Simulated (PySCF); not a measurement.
## How methods differ on the excitation energy of Br

Br [Ar] 3d10 4s2 4p5 (2P) → Br [Ar] 3d10 4s1 4p6 (2S), as a difference of total energies. Computed with PySCF 2.14 in def2-TZVPPD (7s6p5d1f, 57 functions), with no relativity, point nucleus. Correlated levels: valence: [Ar] 3d10 frozen; valence and next inner shell: [Ne] frozen. The calculations carry no spin-orbit coupling.

```tsv
method	excitation energy (eV)
UHF	14.406
LDA	11.508
PBE	11.578
PBE0	12.297
r2SCAN	12.130
B97-3	12.265
wB97M-V	12.482
LC-wPBE	12.752
r2SCAN0	12.660
MP2 (valence)	12.381
SCS-MP2 (valence)	12.164
MP2 (valence and next inner shell)	12.406
SCS-MP2 (valence and next inner shell)	12.169
```

How much does correlation contribute at MP2 (valence and next inner shell)?

12.406 − (14.406) = -2.000 eV, measured against UHF.

A first-order spin-orbit estimate (lowest level to lowest level, LS coupling) adds 0.136 eV.

The upper state lies above the first ionisation limit, where it may autoionise and the basis confines it.
